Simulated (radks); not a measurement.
The zirconium ion Zr+ inside a hard spherical wall (all orbitals vanish at R), configuration held at [Kr] 4d2 5s1 and not refilled when levels cross. Calculated with a radial shooting solver on a logarithmic mesh with Libxc functionals: scalar-relativistic Kohn-Sham, PBE, spin-polarised, spherical densities, finite nucleus; open shells are filled with parallel spins first (spin-orbit coupling, left out, can overturn this in heavy ions); Fermi nuclear charge, rms radius 4.2694 fm. Eigenvalues in eV for spin up, with the zero of energy where the potential of the charges vanishes at infinity; a dash marks a level that is unbound or too diffuse for the functional's potential to be trusted. A positive occupied level is held by the wall or, in an anion where self-interaction has pushed it up, behind a barrier. The pressure on the wall is -dE/dV.

R (bohr) = free: E (hartree) -3598.27403; kinetic (hartree) 3699.743; e(4s) -61.547; e(4p) -39.606; e(4d) -10.649; e(5s) -10.535; e(5p, empty) -6.673; e(6s, empty) -; pressure (GPa) 0
R (bohr) = 15: E (hartree) -3598.27403; kinetic (hartree) 3699.743; e(4s) -61.547; e(4p) -39.606; e(4d) -10.649; e(5s) -10.535; e(5p, empty) -6.673; e(6s, empty) -3.128; pressure (GPa) < 0.0001
R (bohr) = 12: E (hartree) -3598.27403; kinetic (hartree) 3699.743; e(4s) -61.546; e(4p) -39.606; e(4d) -10.649; e(5s) -10.534; e(5p, empty) -6.670; e(6s, empty) -2.887; pressure (GPa) 0.000133
R (bohr) = 10: E (hartree) -3598.27392; kinetic (hartree) 3699.745; e(4s) -61.538; e(4p) -39.598; e(4d) -10.642; e(5s) -10.527; e(5p, empty) -6.638; e(6s, empty) -2.205; pressure (GPa) 0.00388
R (bohr) = 8: E (hartree) -3598.27205; kinetic (hartree) 3699.763; e(4s) -61.449; e(4p) -39.511; e(4d) -10.567; e(5s) -10.439; e(5p, empty) -6.391; e(6s, empty) 0.123; pressure (GPa) 0.100
R (bohr) = 4: E (hartree) -3597.89211; kinetic (hartree) 3701.458; e(4s) -57.027; e(4p) -35.313; e(4d) -5.970; e(5s) -1.205; e(5p, empty) 7.241; e(6s, empty) 46.891; pressure (GPa) 76.9
R (bohr) = 2.5: E (hartree) -3594.01678; kinetic (hartree) 3716.166; e(4s) -40.498; e(4p) -17.868; e(4d) 17.704; e(5s) 59.120; e(5p, empty) 77.717; e(6s, empty) 210.97; pressure (GPa) 3090
R (bohr) = 1.5: E (hartree) -3556.97958; kinetic (hartree) 3826.497; e(4s) 58.320; e(4p) 92.489; e(4d) 148.18; e(5s) 394.61; e(5p, empty) 424.11; e(6s, empty) 890.83; pressure (GPa) 116000
